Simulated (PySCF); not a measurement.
Species: BF2H4NSi.
SMILES with atom numbers: `[NH2:1][SiH2:2][B:3]([F:4])[F:5]` (hydrogens: H6, H7 on N1; H8, H9 on Si2)

Geometry (PBE0-D3(BJ)/def2-SVP, Å), atoms numbered from 1 in this order:
```xyz
9
BF2H4NSi angstrom
N      1.362   -0.398    0.478
Si     0.127    0.363   -0.464
B     -1.605   -0.592   -0.013
F     -1.691   -1.427    1.009
F     -2.714   -0.403   -0.702
H      1.139   -0.714    1.415
H      2.333   -0.118    0.407
H     -0.094    1.836   -0.239
H      0.447    0.223   -1.919
```

The closed-shell ground state was solved at several levels (PySCF, density fitting, gas phase, non-relativistic).

```csv
level,basis functions,HOMO (eV),LUMO (eV),gap (eV),dipole (D)
CAM-B3LYP/def2-SVPD,142,-9.03,0.18,9.21,2.01
PBE0/pcSseg-1,112,-7.50,-0.78,6.72,1.98
```

Problem. Estimate the row for KT3/pcSseg-2, a basis of 243 functions; the other rows only guide the guess.

Solution. HOMO -6.29 eV, LUMO -1.82 eV, gap 4.47 eV, dipole 1.88 D.

Problem. Over all these levels, which gives the widest orbital gap and which the narrowest?

Solution. CAM-B3LYP/def2-SVPD (range-separated hybrid) has the widest, 9.21 eV, and KT3/pcSseg-2 (GGA) the narrowest, 4.47 eV. Functional and basis both differ between the two, so the spread mixes both effects.

Problem. How far do the dipole and the HOMO energy spread over the levels?

Solution. The dipole runs from 1.88 to 2.01 D (mean 1.95 D) and the HOMO from -9.03 to -6.29 eV.

One conformer stands for the species.
